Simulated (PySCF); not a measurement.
An unknown is described by computed data only.

Formula: CH5F3N2Si2.

- UV, first state: lowest singlet excitation: 5.35 eV (232 nm, f = 0.018) [TDDFT PBE0/def2-SVPD]
- NMR, other nuclei: isotropic shieldings of nuclei other than C and H, by class: 251 (2 N), 258 (3 F), 362 (1 Si), 374 (1 Si) ppm [GIAO PBE0/pcSseg-1]
- 1H NMR: chemical shifts (computed TMS as zero) by class: 5.87 (1 H), 5.83 (1 H), 5.56 (1 H), 0.04 (2 H) ppm [GIAO PBE0/pcSseg-1]
- Rotational structure: rotational constants A, B, C: 3.081, 0.868, 0.842 GHz [GFN2-xTB]
- Dipole: 3.12 D [PBE0/def2-SVPD]
- 13C NMR: chemical shifts (computed TMS as zero) by class: 135.8 (1 C) ppm [GIAO PBE0/pcSseg-1]
- Triplet: lowest triplet excitation (Tamm–Dancoff): 5.11 eV [TDA PBE0/def2-SVPD]

Electronic properties: PySCF, gas phase, density fitting. Levels stand in brackets. Geometry: GFN2-xTB; no solvent, vibrations or thermal averaging. NMR classes are plain means over equivalent atoms (diastereotopic ones count apart unless rotation or inversion swaps them), as if these changed places fast.

Question: Propose a structure and show how it fits.

Answer: Numbering: `[F:1][C:2]([F:3])([F:4])[SiH:5]1[NH:6][SiH2:7][NH:8]1`. Its formula, CH5F3N2Si2, gives 1 degree of unsaturation: 1 ring and 0 π bonds in the structure found. The one carbon: CF3 carbon [C2] (135.8 ppm). Hydrogen classes from least to most shielded: 1 H on an SiH2 silicon, Si7 (5.87 ppm), 1 H on an SiH2 silicon, Si7 (5.83 ppm), 1 H on an SiH silicon, Si5 (5.56 ppm), 2 H on 2 like atoms (nitrogen bridging silicon atoms), N6/N8 (0.04 ppm). The other shieldings belong to: 251 ppm, nitrogen bridging silicon atoms [N6/N8]; 258 ppm, fluorine of a CF3 group [F1/F3/F4]; 362 ppm, SiH2 silicon [Si7]; 374 ppm, SiH silicon [Si5]. S1 is mainly HOMO→LUMO (weight 0.99); the largest Löwdin shares of the orbital it empties are 0.40 on a nitrogen bridging silicon atoms, 0.39 on a nitrogen bridging silicon atoms, 0.06 on the SiH silicon and 0.06 on the SiH2 silicon, of the orbital it fills 0.24 on the SiH2 silicon, 0.18 on the SiH silicon and 0.09 on each of 2 atoms of one kind (nitrogen bridging silicon atoms). The optimised geometry has point group Cs and is an asymmetric top. Structure: `FC(F)(F)[SiH]1N[SiH2]N1`. The assignments are read from this structure; whether some other isomer fits the data as well wasn't checked.

The values belong to the conformer `[F:1][C:2]([F:3])([F:4])[SiH:5]1[NH:6][SiH2:7][NH:8]1`: F1–C2–Si5–N6 -47°.
